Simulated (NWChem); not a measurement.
# C2H6GeO in NWChem

```
O
C 1 1.4055
H 2 1.1048 1 113.50
H 2 1.1052 3 108.03 1 -122.07
H 2 1.1052 3 108.03 4 -115.86
Ge 1 1.7991 2 132.77 3 0.00
C 6 2.0275 1 100.76 2 0.00
H 7 1.1021 6 109.37 1 180.00
H 7 1.1046 8 108.20 6 121.85
H 7 1.1046 8 108.20 9 116.30
```
Charge 0, spin multiplicity 1.

The numbers come from NWChem runs, not from measurements. The geometry was optimised at B3LYP/def2-SVP, a minimum by its harmonic frequencies. It is one conformer; others weren't searched.

The Hamiltonian is non-relativistic. The structure started from a generated list of species. No SCF solution was tested for a lower state. Open-shell Hartree-Fock references start from PBE0 orbitals.

Worked example. At HF/def2-TZVP the molecule has a total energy of -2229.51118 Ha and the free atoms (multiplicities Ge 3, C 3, H 2, O 3) C -37.69248, H -0.49981, Ge -2075.32100, O -74.81563 Ha. The electronic atomisation energy is the atoms' sum less the molecule's energy.

1·(-2075.32100) + 2·(-37.69248) + 6·(-0.49981) + 1·(-74.81563) = -2228.52045 Ha for the atoms; less the molecule's energy this leaves 0.99073 Ha, or 621.7 kcal/mol (2601 kJ/mol), without zero-point, thermal or spin-orbit terms.
